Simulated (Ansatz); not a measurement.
Mulliken charges of C₃H₅ClGe, SMILES `C#[C][GeH2][CH2]Cl` from r2SCAN/def2-TZVPP in Ansatz (PBE0-D4/def2-TZVP geometry).

| atom | x (Å) | y (Å) | z (Å) | charge (e) |
| --- | --- | --- | --- | --- |
| C1 | -2.551 | -0.713 | 0.069 | -0.209 |
| C2 | -1.356 | -0.691 | 0.221 | -0.165 |
| Ge3 | 0.528 | -0.640 | 0.440 | 0.210 |
| C4 | 1.224 | 0.914 | -0.537 | -0.120 |
| Cl5 | 0.643 | 2.432 | 0.182 | -0.161 |
| H6 | -3.608 | -0.731 | -0.062 | 0.216 |
| H7 | 1.129 | -1.925 | -0.153 | 0.001 |
| H8 | 0.866 | -0.512 | 1.929 | 0.016 |
| H9 | 2.313 | 0.927 | -0.510 | 0.104 |
| H10 | 0.896 | 0.889 | -1.576 | 0.108 |

Task: By hand: the dipole of these point charges (1 e Å = 4.8032 D).

Result: Σ q r = (0.190, -0.348, -0.129) e Å, of length 0.417 e Å = 2.00 D.

Task: How does the dipole of the full density compare? (Best estimate.)

Result: The calculation gave: (0.110, -0.246, -0.171) e Å, 1.53 D; the point charges give 1.31 times that, at 15° from its direction.

Point charges leave out the atoms' own dipoles, such as those of lone pairs, and Mulliken's split depends on the basis, so the two needn't agree.
